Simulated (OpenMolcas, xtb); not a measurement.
**A ladder of methods for GeSiH4O2 (SMILES [OH][Ge][O][SiH3])**

The species is GeSiH4O2 (8 atoms), meant as a singlet with charge 0. As SMILES, `[OH][Ge][O][SiH3]`. Geometry: relaxed at PBE0-D4/def2-TZVP. This is one conformer, not always the lowest.

| atom | x (Å) | y (Å) | z (Å) |
| --- | --- | --- | --- |
| O | 1.4101 | 2.5053 | 0.1495 |
| Ge | 1.6239 | 0.9026 | -0.5814 |
| O | 0.0843 | 0.2002 | 0.0310 |
| Si | -0.7151 | -1.2291 | -0.0566 |
| H | 0.5872 | 2.5773 | 0.6466 |
| H | -2.0460 | -1.0180 | -0.6825 |
| H | 0.0486 | -2.2147 | -0.8727 |
| H | -0.9008 | -1.7808 | 1.3103 |

Each level gives the dipole moment (D). The values are calculated.

```csv
level,kind,program,value (D),CPU time
GFN0-xTB,semi-empirical,xtb,0.26,under 2 s
HF/def2-SVP,Hartree–Fock,OpenMolcas,0.94,10 s
SVWN5/def2-SVP,LDA,OpenMolcas,0.67,19 s
BLYP/def2-SVP,GGA,OpenMolcas,0.53,25 s
M06-L/def2-SVP,meta-GGA,OpenMolcas,0.62,36 s
B3LYP/def2-SVP,global hybrid,OpenMolcas,0.63,25 s
```

All-electron rows without a relativistic Hamiltonian named are non-relativistic. The values span 0.26 to 0.94 D. Magnitudes only. Times are those of the runs behind each value, whatever else they computed, on shared processors of several kinds: orders of magnitude only.
